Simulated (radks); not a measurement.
The numbers below are computed, except where a source is named.
The neodymium ion Nd14+, configuration [Ar] 3d10 4s2 4p5 4d10 5s1 (not the ground configuration). Level of theory: scalar-relativistic Kohn-Sham, PBE, spin-polarised, spherical densities, finite nucleus; open shells are filled with parallel spins first (spin-orbit coupling, left out, can overturn this in heavy ions); Fermi nuclear charge, rms radius 4.9123 fm (a radial shooting solver on a logarithmic mesh with Libxc functionals).

Unscreened Slater integrals over Kohn-Sham orbitals (hartree). They are taken over the spin-up orbitals.

F0(5s,5s): 0.76098
F0(5s,4d): 0.90949
G2(5s,4d): 0.10884
F0(5s,4p): 0.91956
G1(5s,4p): 0.085658
F0(5s,4s): 0.92704
G0(5s,4s): 0.061394
F0(4d,4d): 1.3645
F2(4d,4d): 0.70019
F4(4d,4d): 0.47228
F0(4d,4p): 1.4024
F2(4d,4p): 0.72496
G1(4d,4p): 0.91862
G3(4d,4p): 0.57943
F0(4d,4s): 1.4321
G2(4d,4s): 0.71753
F0(4p,4p): 1.4456
F2(4p,4p): 0.76084
F0(4p,4s): 1.4781
G1(4p,4s): 1.0074
F0(4s,4s): 1.5136

Derived for the open shells (J is the average intra-shell exchange parameter used in DFT+U). 4p: J = F2/5 = 0.1522 hartree.
